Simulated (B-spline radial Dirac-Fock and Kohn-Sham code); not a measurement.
Internal conversion coefficients of Co at 358 keV

Z = 27 (cobalt), transition energy 358 keV. Calculated with a radial finite-basis atomic code, using a Dirac-Hartree-Slater potential of the neutral atom with a Latter tail (no hole, which puts coefficients of high multipoles low close above an edge), finite nucleus with surface currents. Subshells that would emit electrons below 1 keV are left out.

The run's input, task.json:

```json
{"items": [{
  "Z": 27,
  "q": 0,
  "cfg": [[1, 0, 2], [2, 0, 2], [2, 1, 6], [3, 0, 2], [3, 1, 6], [3, 2, 7], [4, 0, 2]],
  "A": 59,
  "rrms": 3.7875,
  "do": "conversion",
  "gamma": [358.0],
  "edges": {"K": 7709.0, "L1": 925.1, "L2": 793.2, "L3": 778.1, "M1": 101.0, "M2": 73.34, "M3": 71.39}
}]}
```

Run with: `python xray2_run.py task.json out`

| subshell | electron energy (keV) | E1 | E3 | E5 | M2 | M4 |
| --- | --- | --- | --- | --- | --- | --- |
| K | 350.29 | 0.000961 | 0.0154 | 0.192 | 0.00586 | 0.0796 |
| L1 | 357.07 | 9.03e-05 | 0.00143 | 0.0178 | 0.000571 | 0.00808 |
| L2 | 357.21 | 9.79e-07 | 0.000106 | 0.00466 | 1.63e-05 | 0.000544 |
| L3 | 357.22 | 1.79e-06 | 9.37e-05 | 0.00336 | 7.50e-06 | 0.000552 |
| M1 | 357.90 | 1.33e-05 | 0.000210 | 0.00261 | 8.42e-05 | 0.00120 |
| M2 | 357.93 | 1.40e-07 | 1.51e-05 | 0.000668 | 2.33e-06 | 7.80e-05 |
| M3 | 357.93 | 2.55e-07 | 1.34e-05 | 0.000480 | 1.07e-06 | 7.91e-05 |
| M4 | 357.99 | 9.05e-11 | 4.47e-09 | 7.58e-07 | 6.47e-10 | 9.27e-08 |
| M5 | 357.99 | 1.51e-10 | 4.64e-09 | 5.02e-07 | 3.19e-10 | 2.91e-08 |
| total |  | 0.00107 | 0.0173 | 0.222 | 0.00654 | 0.0902 |

Q: For a pure M4 transition, what fraction of decays emits a photon?

A: 1/(1 + α) = 0.917 with the total α = 0.0902; the total includes the outer subshells that are not listed.
